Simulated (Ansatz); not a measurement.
Geometry optimisation, RKS r2SCAN/def2-SVP (Ansatz).

input.yaml

```yaml
crystal:
  periodic: [false, false, false]
  atoms:
    - { symbol: B, position_ang: [-0.070501, 0.469383, -0.517784] }
    - { symbol: "N", position_ang: [-0.065967, -0.035038, 2.190606] }
    - { symbol: H, position_ang: [-0.61524, -0.027748, 3.056111] }
    - { symbol: H, position_ang: [0.88455, -0.295978, 2.468811] }
    - { symbol: "N", position_ang: [1.277594, 0.142233, -0.748517] }
    - { symbol: H, position_ang: [1.570995, -0.773622, -1.048789] }
    - { symbol: H, position_ang: [2.030556, 0.805446, -0.617165] }
    - { symbol: H, position_ang: [-0.946495, -0.326558, -0.767575] }
    - { symbol: O, position_ang: [-0.358495, 1.778064, -0.123868] }
    - { symbol: H, position_ang: [-1.309968, 1.90422, -0.04256] }
    - { symbol: H, position_ang: [0.007773, 0.959299, 1.898529] }
basis:
  gaussian: { orbitals: def2-SVP }
hamiltonian:
  xc: r2scan
relax:
  f_tol: 0.03
  max_steps: 50
```

Command:

```bash
$ ansatz run input.yaml --threads 2 --pin off --max-ram 3072MiB --backend cpu --events-out ev --progress --plain --runs-dir out
```

Q: Where does it end, and by what steps?

A: It converged. After 21 steps the energy has fallen by 0.060 eV; H4 moved furthest, 0.70 Å.

| step | energy less start (eV) | largest force component (eV/Å) | accepted |
| --- | --- | --- | --- |
| 0 | 0.0000 | 0.655 | yes |
| 1 | -0.0346 | 0.337 | yes |
| 2 | -0.0260 | 0.879 | no |
| 3 | -0.0442 | 0.135 | yes |
| 4 | -0.0439 | 0.126 | no |
| 5 | -0.0472 | 0.046 | yes |
| 6 | -0.0486 | 0.048 | yes |
| 7 | -0.0493 | 0.177 | yes |
| 8 | -0.0507 | 0.093 | yes |
| 9 | -0.0507 | 0.243 | yes |
| 10 | -0.0534 | 0.165 | yes |
| 11 | -0.0554 | 0.047 | yes |
| 12 | -0.0557 | 0.134 | yes |
| 13 | -0.0547 | 0.325 | no |
| 14 | -0.0576 | 0.039 | yes |
| 15 | -0.0567 | 0.310 | no |
| 16 | -0.0583 | 0.038 | yes |
| 17 | -0.0590 | 0.088 | yes |
| 18 | -0.0592 | 0.128 | yes |
| 19 | -0.0595 | 0.109 | yes |
| 20 | -0.0600 | 0.051 | yes |
| 21 | -0.0601 | 0.018 | yes |

```xyz
11
Properties=species:S:1:pos:R:3
B -0.056 0.464 -0.637
N -0.242 0.100 2.368
H -0.094 -0.223 3.325
H 0.588 -0.191 1.845
N 1.303 0.099 -0.670
H 1.621 -0.801 -1.000
H 2.046 0.759 -0.471
H -0.901 -0.339 -0.963
O -0.372 1.746 -0.257
H -1.325 1.869 -0.196
H -0.163 1.118 2.404
```

Whether the end is a true minimum wasn't checked by a vibrational analysis.

Time of the run: 47 s on 2 threads of Arm Neoverse V2 (shared host), peak memory 0.13 GiB.
